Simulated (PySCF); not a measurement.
**How methods differ on the ionisation energy of Os(71+)**

Os(71+) [He] 2s2 2p1 [2p1/2^1, M_J = 1/2] → Os(72+) [He] 2s2, as a difference of total energies. Calculation: PySCF 2.14, in an uncontracted even-tempered set (16 s from 59 bohr⁻², ratio 2.4; 13 p from 76 bohr⁻², ratio 2.4; 5 d from 240 bohr⁻², ratio 2.6; 4 f from 370 bohr⁻², ratio 2.6); the two-component X2C-1e Hamiltonian. Correlated levels: nothing frozen; the 28 highest virtual spinors dropped. "Screened" scales the spin-orbit matrix elements by Boettger's factors to mimic the two-electron term; Breit and QED terms are absent.

```json
{"method": "GHF (spin-free)", "ionisation energy (eV)": "18855.9"}
{"method": "GMP2 (spin-free)", "ionisation energy (eV)": "18855.8"}
{"method": "GHF (screened spin-orbit)", "ionisation energy (eV)": "20053.3"}
{"method": "GMP2 (screened spin-orbit)", "ionisation energy (eV)": "20050.7"}
```

**Question.** How much does correlation contribute at GMP2 (screened spin-orbit)?

**Answer.** 20050.7 − (20053.3) = -2.6 eV, measured against GHF (screened spin-orbit).

For this ion Breit and QED terms and the two-electron picture change, all absent here, outweigh the correlation shift from GHF to GMP2.

The spin-free rows lack the spin-orbit shift.

For comparison: 20030 ± 60 eV (theoretical estimate listed by NIST; NIST Atomic Spectra Database, ionization energies).
